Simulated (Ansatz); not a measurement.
Ansatz (a program for electronic structure) job for BH₃, SMILES B, PBE/def2-TZVPD. Coordinates come from a B3LYP-D3(BJ)/def2-TZVPD optimisation. The isomer is the one that the SMILES or the coordinates give; other isomers of the formula were not compared.

Ansatz 0.2 input:
```yaml
crystal:
  periodic: [false, false, false]
  atoms:
    - {symbol: B, position_ang: [0.00000000, 0.00000000, -0.00000000]}
    - {symbol: H, position_ang: [-1.18936010, 0.00000000, 0.00000000]}
    - {symbol: H, position_ang: [0.59468005, -1.03001606, 0.00000000]}
    - {symbol: H, position_ang: [0.59468005, 1.03001606, 0.00000000]}
basis:
  gaussian:
    orbitals: def2-TZVPD
hamiltonian:
  xc: {name: PBE}
```

Program output:

```
WARN ansatz: RAYON_NUM_THREADS=1 ignored (pool sized by the plan → 1); use --threads N
Functional definition: PBE
integrals: 0.01 GiB planned
318 factors; their error is unknown
mean field: 0.10 GiB planned
mean field evaluation 1: about -721.0133 eV, gradient 2.0e1 eV
mean field evaluation 2: about -721.4708 eV, gradient 1.7e1 eV
mean field evaluation 4: about -722.5355 eV, gradient 1.0e-1 eV
mean field evaluation 8: about -722.5245 eV, gradient 1.5e-1 eV
mean field -722.52453174 eV, -26.5522867967 hartree, gradient 3.3e-5 eV, S^2 0.000000; 0 other end points of the search recorded, 0 dependent functions left out
reference -722.52456465 eV, -26.5522880063 hartree; 4, 4 occupied and 60, 60 virtual orbitals, 318 factors
Total energy: -722.52456465 eV, -26.5522880063 hartree
```

The calculation finished and met its thresholds.
